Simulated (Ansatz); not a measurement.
One change: `[OH][GeH2][OH]` becomes `[OH][GeH2][I]`.

Ansatz, PBE0-D4/def2-TZVP geometries, multiplicity 1. Each molecule was computed in one conformer, which needn't be the lowest.

Elements past krypton have def2 core potentials. Scalar relativity is left out up to krypton.

```csv
property,`[OH][GeH2][OH]`
LUMO energy (PBE0/def2-TZVPP) / eV,0.28
HOMO energy (B3LYP/def2-TZVPP) / eV,-8.48
HOMO–LUMO gap (PBE0/def2-TZVPP) / eV,9.02
HOMO energy (ωB97M-V/def2-TZVPP) / eV,-11.12
HOMO energy (PBE0/def2-TZVPP) / eV,-8.74
LUMO energy (ωB97M-V/def2-TZVPP) / eV,1.88
```

Q: Give the same properties after the change, and the shifts. (An estimate is asked.)

A: Computed: 
```json
{"property": "LUMO energy (PBE0/def2-TZVPP) / eV", "`[OH][GeH2][I]`": "-0.92", "shift": "-1.20"}
{"property": "HOMO energy (B3LYP/def2-TZVPP) / eV", "`[OH][GeH2][I]`": "-7.43", "shift": "1.05"}
{"property": "HOMO–LUMO gap (PBE0/def2-TZVPP) / eV", "`[OH][GeH2][I]`": "6.76", "shift": "-2.26"}
{"property": "HOMO energy (ωB97M-V/def2-TZVPP) / eV", "`[OH][GeH2][I]`": "-9.81", "shift": "1.31"}
{"property": "HOMO energy (PBE0/def2-TZVPP) / eV", "`[OH][GeH2][I]`": "-7.68", "shift": "1.06"}
{"property": "LUMO energy (ωB97M-V/def2-TZVPP) / eV", "`[OH][GeH2][I]`": "0.93", "shift": "-0.95"}
```

With PBE0 the HOMO rises by 1.06 eV and the LUMO falls by 1.20 eV, so the gap narrows by about 2.26 eV. PBE moves the HOMO by 0.53 eV and ωB97M-V by 1.31 eV.

B3LYP here is the variant with VWN-RPA as its local correlation; programs differ in this.

Spin–orbit coupling is left out; it splits and shifts lone-pair levels of the heavy atoms by tenths of an eV.
